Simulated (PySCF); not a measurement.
Caution: the highest occupied level lies above zero, so the state may not be bound. This singlet lies 0.14 eV below the relaxed triplet at the level B3LYP-D3(BJ)/def2-TZVPD (PySCF); other levels give the other order.

B3LYP has the VWN-RPA correlation part, as in Gaussian. 

H3AlB, SMILES `[BH2][AlH-]` (singlet; the order of the spin states depends on the level) (charge -1, multiplicity 1)

Method: B3LYP-D3(BJ)/def2-TZVPD (PySCF).

The HOMO is 0.56 eV and the total energy is -269.0770 Ha. The cost is around 7 core-seconds (rough).

```xyz
5

B     -0.7524     0.0261    -0.0605
Al     1.1886    -0.1324     0.5948
H     -1.4600    -0.9516    -0.2019
H     -1.4040     1.0318     0.1423
H      2.4279     0.0261    -0.4747
```
Charge -1, spin multiplicity 1.
